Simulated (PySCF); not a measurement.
Input of a driver script around PySCF for `[GeH3][SiH2][SiH2]C1CC1`, coordinates in Å (PBE0-D3(BJ)/def2-SVP geometry):
```
{"job": {"kind": "xas", "xc": "BHandHLYP", "basis": {"default": "aug-pcX-1", "H": "pcseg-1", "Si": "def2-SVPD", "Ge": "def2-SVPD"}}, "charge": 0, "multiplicity": 1}
Ge     3.351446    -1.051077     0.116324
Si     1.828214     0.597119     0.918150
Si     0.149432     1.054016    -0.666386
C     -1.161814    -0.279989    -0.672017
C     -1.693504    -0.850694     0.621142
C     -0.856921    -1.703247    -0.272355
H      3.907836    -0.624463    -1.255711
H      2.649259    -2.412251    -0.060302
H      4.536196    -1.247035     1.082280
H      1.238785     0.141881     2.218705
H      2.601531     1.852321     1.181958
H      0.813725     1.157971    -2.006065
H     -0.459828     2.389134    -0.363373
H     -1.905438    -0.168802    -1.470341
H     -1.258773    -0.504863     1.564451
H     -2.766093    -1.054765     0.679180
H     -1.344426    -2.504264    -0.834634
H      0.159509    -1.952249     0.049362
```

What does the run print?

```
coarse grid: 65448 points
cycle   1  E = -2776.8989886306  dE = -2.811e-01  |g| = 3.555e-01  |ddm| = 4.228e+00
cycle   2  E = -2776.9182458793  dE = -1.926e-02  |g| = 2.699e-01  |ddm| = 7.119e-01
cycle   3  E = -2776.9293952511  dE = -1.115e-02  |g| = 4.215e-02  |ddm| = 3.320e-01
cycle   4  E = -2776.9297838096  dE = -3.886e-04  |g| = 1.155e-02  |ddm| = 6.795e-02
cycle   5  E = -2776.9298158926  dE = -3.208e-05  |g| = 3.192e-03  |ddm| = 1.864e-02
cycle   6  E = -2776.9298183549  dE = -2.462e-06  |g| = 4.613e-04  |ddm| = 3.943e-03
final grid: 134984 points
cycle   7  E = -2776.9298064167  dE = -1.270e-07  |g| = 3.390e-04  |ddm| = 3.817e-03
cycle   8  E = -2776.9298064281  dE = -1.131e-08  |g| = 3.008e-04  |ddm| = 9.890e-04
cycle   9  E = -2776.9298064504  dE = -2.233e-08  |g| = 2.568e-05  |ddm| = 4.014e-04
cycle  10  E = -2776.9298064506  dE = -2.328e-10  |g| = 1.012e-05  |ddm| = 5.925e-05
converged SCF energy = -2776.9298064506

C K edge
   eV          f      from atoms
  285.497   0.00951   C3
  285.848   0.01211   C5 C4
  285.857   0.00493   C4 C5
  285.919   0.02558   C3
  286.224   0.00228   C5 C4
  286.237   0.04475   C4 C5
  286.316   0.01629   C3
  286.377   0.00325   C3
  286.483   0.02044   C5
  286.521   0.03363   C4
  286.561   0.01725   C3
  286.731   0.02040   C5
  286.753   0.00268   C4
  286.812   0.00308   C5
  286.819   0.02565   C4
  286.957   0.00466   C3
```

Level of theory: core-valence-separated Tamm–Dancoff BHandHLYP/aug-pcX-1 (pcseg-1 on H, def2-SVPD on Si, def2-SVPD on Ge) in PySCF, non-relativistic, gas phase, PBE0-D3(BJ)/def2-SVP geometry. The program numbers atoms from 0. Absolute energies from this functional tend to lie a few eV below measured edges; no shift was applied. The SCF starts on a coarse grid and ends on the final one.

Carbon edge (atoms now counted from 1; roots within 0.03 eV on like atoms summed, the top roots left aside). The first line with a tenth or more of the strongest one's intensity is at 285.50 eV (f = 0.010), with the hole on C4 (sp3 carbon bound to silicon). The strongest listed is at 286.24 eV (f = 0.047, sum of 2; C5 + C6).

Kohn–Sham HOMO -8.72 eV, LUMO 0.53 eV, dipole moment 1.06 D.

On one thread of an Arm Neoverse V2, shared host, this took 29 s of wall time and 1.1 GiB of memory at its peak.

The values belong to the conformer `[GeH3:1][SiH2:2][SiH2:3][CH:4]1[CH2:5][CH2:6]1`: Ge1–Si2–Si3–C4 78°, Si2–Si3–C4–C5 43°.
